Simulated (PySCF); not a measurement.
# SMILES C#C/C=C1/C(=C)C[C@@H]1C, C$_{9}$H$_{10}$

Molfile (atoms numbered from 1):
```
C9H10
     RDKit          3D

 19 19  0  0  0  0  0  0  0  0999 V2000
    2.7986   -2.2601   -0.0085 C   0  0  0  0  0  0  0  0  0  0  0  0
    2.2249   -1.2545   -0.3329 C   0  0  0  0  0  0  0  0  0  0  0  0
    1.5703   -0.0752   -0.7269 C   0  0  0  0  0  0  0  0  0  0  0  0
    0.2810    0.1714   -0.4738 C   0  0  0  0  0  0  0  0  0  0  0  0
   -0.6148    1.2813   -0.7659 C   0  0  0  0  0  0  0  0  0  0  0  0
   -0.4916    2.4343   -1.4071 C   0  0  0  0  0  0  0  0  0  0  0  0
   -1.7598    0.5993   -0.0550 C   0  0  0  0  0  0  0  0  0  0  0  0
   -0.8103   -0.5870    0.2487 C   0  0  2  0  0  0  0  0  0  0  0  0
   -0.5458   -0.8597    1.7211 C   0  0  0  0  0  0  0  0  0  0  0  0
    3.3004   -3.1359    0.2764 H   0  0  0  0  0  0  0  0  0  0  0  0
    2.1721    0.6477   -1.2639 H   0  0  0  0  0  0  0  0  0  0  0  0
   -1.3204    3.1155   -1.5042 H   0  0  0  0  0  0  0  0  0  0  0  0
    0.4392    2.7365   -1.8570 H   0  0  0  0  0  0  0  0  0  0  0  0
   -2.6116    0.3632   -0.6913 H   0  0  0  0  0  0  0  0  0  0  0  0
   -2.1146    1.1264    0.8299 H   0  0  0  0  0  0  0  0  0  0  0  0
   -1.0934   -1.5153   -0.2544 H   0  0  0  0  0  0  0  0  0  0  0  0
   -0.2445    0.0565    2.2255 H   0  0  0  0  0  0  0  0  0  0  0  0
    0.2528   -1.5903    1.8281 H   0  0  0  0  0  0  0  0  0  0  0  0
   -1.4420   -1.2449    2.2036 H   0  0  0  0  0  0  0  0  0  0  0  0
  1  2  3  0
  2  3  1  0
  3  4  2  0
  4  5  1  0
  5  6  2  0
  5  7  1  0
  7  8  1  0
  8  9  1  0
  8  4  1  0
  1 10  1  0
  3 11  1  0
  6 12  1  0
  6 13  1  0
  7 14  1  0
  7 15  1  0
  8 16  1  6
  9 17  1  0
  9 18  1  0
  9 19  1  0
M  END
```

Computed with quadratic response PBE0/def2-SVPD first hyperpolarisability, Taylor convention, gas phase in PySCF. Geometry: GFN2-xTB.

**Question.** Give the tensor of the second harmonic β(−2ω;ω,ω) at 694.3 nm in the axes of these coordinates.

**Answer.** In au, Taylor convention; rows are the first index (the induced dipole):
|  | xx | yy | zz | xy | xz | yz |
| --- | --- | --- | --- | --- | --- | --- |
| x | +388.2 | +312.5 | +3.9 | -328.5 | +86.1 | -50.0 |
| y | -318.2 | -259.7 | -0.7 | +263.4 | -53.3 | +29.0 |
| z | +62.5 | +20.4 | -20.9 | -30.3 | +5.6 | -2.2 |

Norm of βᵢ = ⅓ Σⱼ (βᵢⱼⱼ + βⱼᵢⱼ + βⱼⱼᵢ): 896.5 au, hyper-Rayleigh value 372.7 au.
